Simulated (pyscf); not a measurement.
Optimised with ωB97X-D3(BJ)/def2-SVP in PySCF.

### Question
What is the homolytic dissociation enthalpy (298 K, ωB97M-D3(BJ)/def2-TZVP) of the Br–C bond of `[CH3][CH]([Br])[CH2][Br]`, to •H₂C–CH(CH₃)–Br + Br•?

### Answer
Br–C to •H₂C–CH(CH₃)–Br + Br•: 69.1 kcal/mol. The 7 functionals that were run give +67.0 (B3LYP-D3(BJ)) to +72.5 kcal/mol (ωB97X-D3(BJ)). Other isomers of •H₂C–CH(CH₃)–Br were not searched in full and may lie lower. Left out: the spin-orbit lowering of Br, which is large for Br, Se, Te and I. Elements up to Kr have no core potential and no relativistic terms here.
